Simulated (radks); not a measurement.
The numbers below are computed, except where a source is named.
Task: Ionisation of the magnesium ion Mg2+, [Ne], to Mg3+, [He] 2s2 2p5, under several functionals. Non-relativistic Kohn-Sham, spin-unpolarised, spherical densities, point nucleus; a radial shooting solver on a logarithmic mesh with Libxc functionals. Known Delta-SCF values: revPBE 81.135 eV. What does BLYP give, and what is its highest occupied eigenvalue?

Result: 81.239 eV by Delta-SCF; the 2p eigenvalue is -66.751 eV. NIST: 80.144 eV (measured).

Beside tabulated values, note that spin-unpolarised runs miss the spin-polarisation part of the exchange energy of open shells.
